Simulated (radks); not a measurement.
Values are calculated unless marked as measured or tabulated.
The caesium anion Cs-, [Xe] 6s2, held by a Watson sphere: a shell of charge +1 at radius R that stands for the Madelung well of a crystal (potential energy -1/R inside, -1/r outside, in hartree with lengths in bohr). Level of theory: scalar-relativistic Kohn-Sham, PBE, spin-polarised, spherical densities, point nucleus (a radial shooting solver on a logarithmic mesh with Libxc functionals). Response by self-consistent Sternheimer equations with the Hartree and adiabatic LDA kernel, the relativistic mass of each level held fixed and spin-orbit coupling left out. The sphere does not respond.

R (bohr)  e(5s) (eV)  e(5p) (eV)  e(6s) (eV)  <r> 6s (bohr)  sum of <r^2> (bohr^2)  X-ray form factor at sin(theta)/lambda = 0.1 1/angstrom  alpha (bohr^3)
3.38         -28.176     -15.038      -3.121          4.989                  108.0                                                   50.749           282.2
3.73         -27.701     -14.564      -3.083          5.065                  109.8                                                   50.719           296.2
6.09         -26.260     -13.077      -2.591          5.809                  127.6                                                   50.591           501.1
6.37         -26.187     -13.000      -2.526          5.897                  130.0                                                   50.584           534.1
6.54         -26.146     -12.958      -2.486          5.949                  131.4                                                   50.581           554.7
